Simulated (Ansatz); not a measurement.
Consider the hydrogenolysis of the Si–O bond: `C=N[SiH](O)S` + H₂ → `C=N[SiH2]S` + H₂O.

Isolated molecules relaxed with PBE0-D4/def2-TZVP in Ansatz; ΔE leaves out vibrations. CCSD(T)/CBS is the MP2 limit (def2-TZVPP, def2-QZVPP) plus CCSD(T) − MP2 in def2-TZVPP, frozen cores. This one scheme is used for every species. DFT in def2-TZVPP. HSE06 is defined as in plane-wave codes. Each species was taken in one conformer, which may not be the lowest.

| level | ΔE (kJ/mol) | difference from CCSD(T)/CBS |
| --- | --- | --- |
| r2SCAN-D4 | 96.5 | 7.4 |
| PBE0-D4 | 85.1 | -4.0 |
| ωB97X-V | 90.2 | 1.1 |
| PBE | 82.0 | -7.1 |
| r2SCAN | 95.4 | 6.3 |
| HSE06 | 81.6 | -7.5 |
| BHLYP | 87.4 | -1.7 |
| CCSD(T)/def2-SVP | 76.0 | -13.1 |
| HF/def2-TZVPP | 83.2 | -5.9 |
| MP2/def2-TZVPP | 95.3 | 6.2 |
| CCSD(T)/CBS | 89.1 | 0 |

Largest T1 diagnostic among the species: 0.013.

At CCSD(T), def2-SVP lies −13.1 kJ/mol from the extrapolated value and def2-TZVPP +0.0 kJ/mol. In def2-TZVPP, CCSD(T) changes the Hartree–Fock value by +5.9 kJ/mol (the triples alone add +2.6 kJ/mol) and MP2 by +12.1 kJ/mol. Leaving LDA and LC-ωPBE aside and taking each functional with its dispersion term where it has one, the values, not all of them listed here, spread over 11.7 kJ/mol, from HSE06-D4 to r2SCAN-D4. LDA lies +8.4 kJ/mol from PBE without D4.

CCSD(T)/CBS has its own doubt, a few kJ/mol and more with outer-core shells, so smaller differences from it don't rank the levels.
